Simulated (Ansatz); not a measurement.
```yaml
crystal:
  periodic: [false, false, false]
  atoms:
    - {symbol: Al, position_ang: [-1.146371, 0.403611, -0.739522]}
    - {symbol: In, position_ang: [0.827655, -0.106657, 0.965851]}
    - {symbol: Cl, position_ang: [2.299276, -1.543499, -0.228597]}
    - {symbol: H, position_ang: [-2.407536, -0.557214, -0.800406]}
    - {symbol: H, position_ang: [-1.031130, 1.630586, -1.738925]}
    - {symbol: H, position_ang: [1.458105, 0.173172, 2.541599]}
basis:
  gaussian: {orbitals: def2-SVP}
magnetization: {spin_polarized: true, initial_magnetization: 0}
hamiltonian: {xc: {name: r2SCAN50}, dispersion: d4}
```

```sh
$ ansatz run in.yaml --threads 2 --pin off --events-out ev --progress --plain --max-ram 4352MiB
```

Shortened log:

```
Functional definition: r2SCAN50
810 factors; integrals over basis functions are off by at most 1.2e-3 eV
mean field evaluation 1: about -24334.2685 eV, gradient 1.1e1 eV
mean field evaluation 2: about -24334.7023 eV, gradient 9.4e0 eV
mean field evaluation 4: about -24335.2041 eV, gradient 1.7e-1 eV
mean field evaluation 8: about -24335.2061 eV, gradient 1.1e-2 eV
mean field -24335.20606964 eV, -894.3023280641 hartree, gradient 3.5e-5 eV, S^2 0.000000; 0 other end points of the search recorded, 0 dependent functions left out
reference -24335.20608051 eV, -894.3023284638 hartree; 27, 27 occupied and 50, 50 virtual orbitals, 810 factors
Total energy: -24335.24495616 eV, -894.3037571172 hartree
```

Run time 4.6 s (2 threads of an Intel Xeon Platinum 8375C on a shared host); peak host memory 0.27 GiB.
